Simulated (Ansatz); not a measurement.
Reactions of `B[SiH](O)C=O`.

Isolated molecules relaxed with PBE0-D4/def2-TZVP in Ansatz; ΔE leaves out vibrations. CBS: MP2 limit from def2 TZ/QZ plus the TZ coupled-cluster correction, frozen cores. This one scheme is used for every species. Functionals use def2-TZVPP. def2 core potentials past Kr. For Se, Sn outer-core shells are correlated without core-valence functions, which leaves a few kJ/mol of doubt a bond. Scalar relativity is left out up to krypton. One conformer a species, not always the lowest.

```tsv
reaction	PBE0-D4 (kJ/mol)	CCSD(T)/CBS(def2) (kJ/mol)
`B[SiH](O)C=O` + H₂ → `B[SiH2]O` + `C=O`	-20	-23
`B[SiH](O)C=O` + `FB(F)[SiH3]` → `B[SiH](O)[SiH3]` + `O=CB(F)F`	-16	-13
`B[SiH](O)C=O` + `CC#[C][SnH3]` → `O=C[SiH](O)[SnH3]` + `BC#CC`	-86	-73
`B[SiH](O)C=O` + HCl → `O=C[SiH](O)Cl` + BH₃	-116	-125
`B[SiH](O)C=O` + BH₃ → `B[SiH](B)O` + `C=O`	3	9
`B[SiH](O)C=O` + H₂ → `B[SiH2]C=O` + H₂O	68	72
`B[SiH](O)C=O` + CH₃OH → `O=C[SiH](O)CO` + BH₃	-2	-9
`B[SiH](O)C=O` + `C=C[Se]CO` → `B[Se]C=C` + `O=C[SiH](O)CO`	-140	-144
```

Largest T1 diagnostic: 0.016, for `B[SiH2]C=O`.
